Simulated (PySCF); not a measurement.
RuO4, SMILES [O]=[Ru](=[O])(=[O])=[O], multiplicity 1. Atoms are numbered in the order given.

```xyz
5

Ru     0.0000     0.0000     0.0000
O     -0.9707     0.9707    -0.9707
O      0.9707     0.9707     0.9707
O      0.9707    -0.9707    -0.9707
O     -0.9707    -0.9707     0.9707
```

Geometry optimised at r2SCAN-D4/def2-SVP. The spin state was assumed, not searched. The isomer is the one that the SMILES or the coordinates give; other isomers of the formula were not compared. The def2 effective core potentials stand for the cores of Ru; spin–orbit coupling is left out.

Computed with PySCF with r2SCAN-D4/def2-SVP.

Frequencies are harmonic and unscaled.

Modes within 1.5 cm⁻¹ of each other (mostly degenerate sets) share a row, with their intensities summed.

Computed harmonic wavenumbers and intensities:
| mode | ν (cm⁻¹) | IR (km/mol) | moving atoms (share of kinetic energy) |
|---|---|---|---|
| 1–2 | 336 | 0.0 | O 100 % |
| 3–5 | 361 | 21.9 | O 80 %, Ru 20 % |
| 6 | 964 | 0.0 | O 100 % |
| 7–9 | 991 | 320.8 | O 81 %, Ru 19 % |
